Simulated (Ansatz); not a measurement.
One change: `B[SiH2]N=C` becomes `B[SiH](C)N=C`.

Ansatz, PBE0-D4/def2-TZVP geometries, multiplicity 1. Each molecule was computed in one conformer, which needn't be the lowest.

| property | `B[SiH2]N=C` |
| --- | --- |
| HOMO–LUMO gap (ωB97M-V/def2-TZVPP) / eV | 9.01 |
| HOMO energy (ωB97M-V/def2-TZVPP) / eV | -9.47 |
| size of the dipole moment (B3LYP/def2-TZVPP) / D | 1.22 |
| HOMO energy (PBE/def2-TZVPP) / eV | -5.75 |
| size of the dipole moment (PBE/def2-TZVPP) / D | 1.12 |
| HOMO–LUMO gap (PBE/def2-TZVPP) / eV | 2.28 |

Q: Give the same properties after the change, and the shifts. (Best estimate.)

A: Computed: 
```tsv
property	`B[SiH](C)N=C`	shift
HOMO–LUMO gap (ωB97M-V/def2-TZVPP) / eV	8.96	-0.05
HOMO energy (ωB97M-V/def2-TZVPP) / eV	-9.31	0.16
size of the dipole moment (B3LYP/def2-TZVPP) / D	0.86	-0.36
HOMO energy (PBE/def2-TZVPP) / eV	-5.58	0.17
size of the dipole moment (PBE/def2-TZVPP) / D	0.83	-0.29
HOMO–LUMO gap (PBE/def2-TZVPP) / eV	2.24	-0.04
```

Dipoles are sizes alone; their direction can turn.

B3LYP here is the variant with VWN-RPA as its local correlation; programs differ in this.
